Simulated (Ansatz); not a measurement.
The same path of AlH3O + H4Sn (10 atoms, charge 0, multiplicity 1) was run twice with different band settings. Lost on the way: Sn1–H2, O6–H10. Made: Sn1–O6, H2–H10.

These are results of RKS PBE0/def2-SVP (Ansatz 0.2.0), not measurements.

Relaxed end points:

```xyz
10
Properties=species:S:1:pos:R:3
Sn 0.047 0.074 -0.065
H 0.445 -0.440 1.508
H 1.361 -0.218 -1.133
H -0.501 1.674 -0.201
H -1.185 -1.016 -0.692
O -2.583 0.109 1.380
Al -3.033 -0.959 0.084
H -3.128 -2.522 0.377
H -3.690 -0.256 -1.175
H -2.467 -0.184 2.286
```

```xyz
10
Properties=species:S:1:pos:R:3
Sn -0.187 0.044 -0.787
H -0.889 0.540 3.160
H 1.103 -0.855 -0.112
H -0.025 1.726 -0.527
H -0.432 -0.329 -2.443
O -1.818 -0.505 0.193
Al -3.314 -1.307 0.135
H -3.785 -1.998 -1.221
H -4.192 -1.334 1.458
H -1.195 0.280 2.511
```

Common settings: spring 5.0 eV/Å²; optimiser quadratic models (default); start path through a guess of the saddle point; force threshold 0.05 eV/Å; iteration limit 60; end points relaxed.

| run | movable images | climbing image |
| --- | --- | --- |
| 1 | 5 | yes |
| 2 | 2 | no |

(1) What does each run give, and how far can it be trusted?

## Answers

(1) Run 1: converged after 56 iterations, highest image 1.634 eV above the first end. Neighbouring images differ by up to 1.4 eV, so the band resolves the path poorly. A vibrational analysis at the climbing image gives one clearly imaginary mode, 1305i cm⁻¹: a first-order saddle point.
Run 2: converged after 20 iterations, highest image 0.366 eV above the first end. No image climbed, so the highest image needn't sit at the top of the path. A band with more images between the same ends climbed to 1.63 eV, so this one has probably stepped over the top. So few images can step over the top or miss a turn of the path.
The orbitals stay closed-shell, which can raise the energy where a bond breaks towards radicals; this wasn't checked here.
